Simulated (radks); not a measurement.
The numbers below are computed, except where a source is named.
Zr X, configuration [Ar] 3d10 4s2 4p1. Level of theory: Dirac Kohn-Sham, exchange-only PBE, spin-unpolarised, spherical densities, finite nucleus; open shells fill j = l - 1/2 first; Fermi nuclear charge, rms radius 4.2694 fm (a radial shooting solver on a logarithmic mesh with Libxc functionals).

Spin-orbit splittings of the eigenvalues, e(l+1/2) - e(l-1/2), with zeta = 2 splitting/(2l+1) and mean radii in bohr:

| shell | occ. | splitting (eV) | zeta (eV) | <r> j=l-1/2 | <r> j=l+1/2 |
|---|---|---|---|---|---|
| 2p | 6 | 85.98 | 57.32 | 0.1386 | 0.1430 |
| 3p | 6 | 13.83 | 9.222 | 0.4524 | 0.4626 |
| 3d | 10 | 2.554 | 1.022 | 0.4445 | 0.4479 |
| 4p | 1 | 2.622 | 1.748 | 1.156 | 1.174 |
| 4d | 0 | 0.4195 | 0.1678 | 1.326 | 1.331 |
